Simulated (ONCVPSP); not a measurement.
# An all-electron radial function and its pseudo partner (N)

Columns: radius, all-electron u(r) and pseudo u(r) of the 2p shell (level -7.24 eV) of nitrogen in the configuration [He] 2s2 2p3; LDA (Perdew-Wang 92), scalar-relativistic, ONCV scheme, ONCVPSP 4.0.1.

```json
{"r (bohr)": "0.100", "all-electron": "0.0732", "pseudo": "0.0292"}
{"r (bohr)": "0.200", "all-electron": "0.2151", "pseudo": "0.1121"}
{"r (bohr)": "0.300", "all-electron": "0.3634", "pseudo": "0.2352"}
{"r (bohr)": "0.400", "all-electron": "0.4937", "pseudo": "0.3792"}
{"r (bohr)": "0.500", "all-electron": "0.5979", "pseudo": "0.5228"}
{"r (bohr)": "0.600", "all-electron": "0.6755", "pseudo": "0.6478"}
{"r (bohr)": "0.700", "all-electron": "0.7287", "pseudo": "0.7421"}
{"r (bohr)": "0.800", "all-electron": "0.7611", "pseudo": "0.8013"}
{"r (bohr)": "0.900", "all-electron": "0.7765", "pseudo": "0.8268"}
{"r (bohr)": "1.000", "all-electron": "0.7784", "pseudo": "0.8248"}
{"r (bohr)": "1.100", "all-electron": "0.7700", "pseudo": "0.8040"}
{"r (bohr)": "1.200", "all-electron": "0.7538", "pseudo": "0.7733"}
{"r (bohr)": "1.300", "all-electron": "0.7321", "pseudo": "0.7402"}
{"r (bohr)": "1.400", "all-electron": "0.7065", "pseudo": "0.7085"}
{"r (bohr)": "1.500", "all-electron": "0.6783", "pseudo": "0.6785"}
{"r (bohr)": "1.600", "all-electron": "0.6485", "pseudo": "0.6485"}
{"r (bohr)": "1.700", "all-electron": "0.6179", "pseudo": "0.6179"}
{"r (bohr)": "1.800", "all-electron": "0.5871", "pseudo": "0.5871"}
{"r (bohr)": "1.900", "all-electron": "0.5565", "pseudo": "0.5565"}
{"r (bohr)": "2.000", "all-electron": "0.5264", "pseudo": "0.5264"}
{"r (bohr)": "2.100", "all-electron": "0.4970", "pseudo": "0.4970"}
{"r (bohr)": "2.200", "all-electron": "0.4686", "pseudo": "0.4686"}
{"r (bohr)": "2.300", "all-electron": "0.4413", "pseudo": "0.4413"}
{"r (bohr)": "2.400", "all-electron": "0.4150", "pseudo": "0.4150"}
{"r (bohr)": "2.500", "all-electron": "0.3899", "pseudo": "0.3899"}
{"r (bohr)": "2.600", "all-electron": "0.3660", "pseudo": "0.3660"}
```

**Question.** How many radial nodes do the two functions have?

**Answer.** The all-electron 2p function has n − l − 1 = 0; the pseudo-wave has 0.

**Question.** At about which radius was the pseudo-wave matched?

**Answer.** 1.60 bohr, where the columns begin to agree (steps of 0.10 bohr).

**Question.** Where does each function peak?

**Answer.** Outermost all-electron maximum near 1.00 bohr, pseudo maximum near 0.90 bohr (to the table’s step).

**Question.** Is the pseudo-wave norm-conserving?

**Answer.** Yes: the ONCV scheme keeps the norm inside the radius equal to the all-electron one, which fixes the energy derivative of the logarithmic derivative at the level.
